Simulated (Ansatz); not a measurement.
## Ansatz (development build ahead of 0.2.0) run

```yaml
crystal:
  periodic: [false, false, false]
  atoms:
    - { symbol: C, position_ang: [0.0, 0.705, 0.0] }
    - { symbol: C, position_ang: [-1.10238, 1.58412, 0.0] }
    - { symbol: C, position_ang: [-2.47703, 1.27037, 0.0] }
    - { symbol: C, position_ang: [-3.08881, 0.0, 0.0] }
    - { symbol: C, position_ang: [-2.47703, -1.27037, 0.0] }
    - { symbol: C, position_ang: [-1.10238, -1.58412, 0.0] }
    - { symbol: C, position_ang: [0.0, -0.705, 0.0] }
    - { symbol: C, position_ang: [1.10238, 1.58412, 0.0] }
    - { symbol: C, position_ang: [2.47703, 1.27037, 0.0] }
    - { symbol: C, position_ang: [3.08881, 0.0, 0.0] }
    - { symbol: C, position_ang: [2.47703, -1.27037, 0.0] }
    - { symbol: C, position_ang: [1.10238, -1.58412, 0.0] }
    - { symbol: H, position_ang: [-0.86095, 2.64192, 0.0] }
    - { symbol: H, position_ang: [-3.15352, 2.11865, 0.0] }
    - { symbol: H, position_ang: [-4.17381, 0.0, 0.0] }
    - { symbol: H, position_ang: [-3.15352, -2.11865, 0.0] }
    - { symbol: H, position_ang: [-0.86095, -2.64192, 0.0] }
    - { symbol: H, position_ang: [0.86095, 2.64192, 0.0] }
    - { symbol: H, position_ang: [3.15352, 2.11865, 0.0] }
    - { symbol: H, position_ang: [4.17381, 0.0, 0.0] }
    - { symbol: H, position_ang: [3.15352, -2.11865, 0.0] }
    - { symbol: H, position_ang: [0.86095, -2.64192, 0.0] }
basis:
  gaussian: { orbitals: def2-SVP }
magnetization:
  spin_polarized: true
  initial_magnetization: 2
hamiltonian:
  xc: hf
```

The input is written out in the form of the current development build from the run's settings.

Output:

```
Converged                       : yes
Total energy                    : -459.77839 hartree
Spin squared of the determinant : 2.937
Stability test                  : minimum
```

Caution: another spin multiplicity may lie lower; the unrestricted determinant is a mixture of spin states.
